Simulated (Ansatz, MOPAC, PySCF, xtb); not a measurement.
The molecule SnTe, closed-shell singlet (the spin of the measured ground state). No spin–orbit coupling.

Constants: fifth-degree fit in 1/R to seven points, most abundant isotopes. Runs in def2 and cc sets follow the lowest solution found near the PBE0 minimum. The singlet is held restricted. HF and MP2 rows in def2 and cc sets belong to the determinant that coupled cluster picked by its CCSD energy.

Run with Ansatz (a program for electronic structure) with Gaussian orbitals; MOPAC for AM1, PM3 (differences of heats of formation); PySCF for 3-21G rows, LANL2DZ rows, STO-3G rows; xtb for the GFN methods.  In def2 rows elements past Kr take small-core potentials, without spin–orbit coupling.

| level | r_e (Å) | ω_e (cm⁻¹) | B_e (cm⁻¹) | ω_e x_e (cm⁻¹) | D_e (eV) | dipole (D) |
|---|---|---|---|---|---|---|
| AM1 | 2.467 | 182 | 0.0444 | 1.3 | - | - |
| PM3 | 2.572 | 201 | 0.0409 | 0.55 | - | - |
| GFN1-xTB | 2.568 | 319 | 0.0410 | 0.44 | - | - |
| GFN2-xTB | 2.537 | 304 | 0.0420 | 0.50 | - | - |
| HF/STO-3G | 2.453 | 323 | 0.0449 | 0.22 | - | 3.87 |
| HF/3-21G | 2.603 | 258 | 0.0399 | 0.35 | - | 3.95 |
| HF/def2-TZVPP | 2.505 | 283 | 0.0431 | 0.36 | - | - |
| HF/def2-QZVPP | 2.504 | 283 | 0.0431 | 0.35 | - | - |
| SVWN5/def2-TZVPP | 2.514 | 261 | 0.0428 | 0.40 | 5.15 | 2.14 |
| PBE/def2-TZVPP | 2.551 | 250 | 0.0415 | 0.39 | 4.34 | 2.32 |
| BP86/LANL2DZ | 2.619 | 231 | 0.0394 | 0.34 | - | 2.63 |
| r2SCAN/def2-TZVPP | 2.526 | 262 | 0.0424 | 0.39 | 4.10 | 2.34 |
| B97M-V/def2-TZVPP | 2.541 | 257 | 0.0419 | 0.40 | 4.18 | 2.44 |
| B3LYP/LANL2DZ | 2.601 | 237 | 0.0400 | 0.34 | - | 2.90 |
| B3LYP/def2-TZVPP | 2.542 | 257 | 0.0418 | 0.38 | 4.03 | 2.54 |
| BHLYP/def2-TZVPP | 2.511 | 274 | 0.0429 | 0.37 | 3.65 | 2.78 |
| CAM-B3LYP/def2-TZVPP | 2.504 | 275 | 0.0431 | 0.36 | 3.80 | 2.68 |
| wB97X-V/def2-TZVPP | 2.487 | 285 | 0.0437 | 0.35 | 4.00 | 2.77 |
| wB97M-V/def2-TZVPP | 2.491 | 282 | 0.0436 | 0.35 | 3.78 | 2.69 |
| B2PLYP/def2-TZVPP | 2.538 | 255 | 0.0420 | 0.43 | 4.12 | - |
| MP2/def2-TZVPP | 2.509 | 270 | 0.0429 | 0.36 | - | - |
| MP2/def2-QZVPP | 2.501 | 272 | 0.0432 | 0.34 | - | - |
| MP2/CBS(def2-TZVPP, def2-QZVPP) | 2.497 | 274 | 0.0434 | 0.33 | - | - |
| SCS-MP2/def2-TZVPP | 2.517 | 268 | 0.0427 | 0.36 | - | - |
| SCS-MP2/def2-QZVPP | 2.509 | 271 | 0.0429 | 0.34 | - | - |
| CCSD/def2-TZVPP | 2.511 | 273 | 0.0429 | 0.38 | 3.60 | - |
| CCSD/def2-QZVPP | 2.503 | 276 | 0.0431 | 0.36 | 3.80 | - |
| CCSD(T)/def2-TZVPP | 2.532 | 258 | 0.0422 | 0.44 | 3.95 | - |
| CCSD(T)/def2-QZVPP | 2.523 | 262 | 0.0425 | 0.41 | 4.18 | - |
| CCSD(T)/CBS(def2-TZVPP, def2-QZVPP) | 2.517 | 265 | 0.0427 | 0.40 | 4.34 | - |

D_e counts from each atom's lowest state at the same level, without counterpoise or zero-point energy.

Correlated levels freeze the inner cores; with def2 sets outer-core shells near the valence are correlated too. CBS: X⁻³ extrapolation of the correlation energy, Hartree–Fock from the larger set. Rows in 3-21G, LANL2DZ, STO-3G carry no dispersion term and start afresh at each structure; the Pople sets are all-electron and without relativity. LANL2DZ brings its own core potentials from Na on. The state that AM1, PM3 reach isn't checked.

Measured for the ground state: r_e 2.5228 Å [microwave values compiled in ACS Omega 2, 8373 (2017)]. D_0 3.466 ± 0.065 eV (a handbook's tabulated 298 K bond energy less 3RT/2; such tables hold older values) [Luo, bond dissociation energies, CRC Handbook]. dipole 2.19 D [compilation of Liu, Meijer and Pérez-Ríos].
